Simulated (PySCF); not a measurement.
Isomers of C3H8Si. Method: PySCF 2.14.0, PBE0-D3(BJ)/def2-SVP geometry optimisation, gas phase. One conformer each; no zero-point energy, no entropy. No frequencies were run at this level. Point groups hold within 0.08 Å.

**Question.** Order them by energy at this level, lowest first, and give relative energies in kcal/mol.
A. `[SiH3]C1CC1`
B. `C=C(C)[SiH3]`
C. `C1C[SiH2]C1`
D. `C[SiH]1CC1`
E. `[CH2:1]=[CH:2][CH2:3][SiH3:4]` with C1–C2–C3–Si4 106°
F. `C[C@H]1C[SiH2]1`

**Answer.** C (0.0), D (5.6), B (7.5), E (8.0), A (9.1), F (13.5).

As drawn, the lowest has a four-membered ring, which the highest lacks; the highest has a three-membered ring, which the lowest lacks. Neighbours under 2.5 kcal/mol apart (C[SiH]1CC1 and C=C(C)[SiH3]; C=C(C)[SiH3] and C=CC[SiH3]; C=CC[SiH3] and [SiH3]C1CC1) can change places with a better method, another conformer or zero-point energy.

```
         SMILES      E (Eh)  E rel (kcal/mol)  dipole (D)  point group      A, B, C (MHz)
    C1C[SiH2]C1  -408.16441               0.0        0.46           Cs   8856, 6212, 4219
     C[SiH]1CC1  -408.15545               5.6        0.83           Cs  11835, 3922, 3865
   C=C(C)[SiH3]  -408.15242               7.5        0.76           Cs   8545, 4264, 2996
     C=CC[SiH3]  -408.15173               8.0        0.52           C1  15599, 2750, 2634
    [SiH3]C1CC1  -408.14983               9.1        0.93           Cs  14094, 3539, 3314
C[C@H]1C[SiH2]1  -408.14286              13.5        0.22           C1  10687, 4376, 3648
```

**Question.** How do the relative energies change in single points at PBE0/pcSseg-1 (no added dispersion term) on the same geometries?

**Answer.** 
```
         SMILES  PBE0-D3(BJ)/def2-SVP (kcal/mol)  PBE0/pcSseg-1 (kcal/mol)  shift
    C1C[SiH2]C1                              0.0                       0.0    0.0
     C[SiH]1CC1                              5.6                       4.5   -1.1
   C=C(C)[SiH3]                              7.5                       6.2   -1.3
     C=CC[SiH3]                              8.0                       6.6   -1.4
    [SiH3]C1CC1                              9.1                       9.2   +0.1
C[C@H]1C[SiH2]1                             13.5                      13.2   -0.3
```

Each column counts from its own lowest isomer. The order is unchanged; the largest shift is 1.4 kcal/mol.
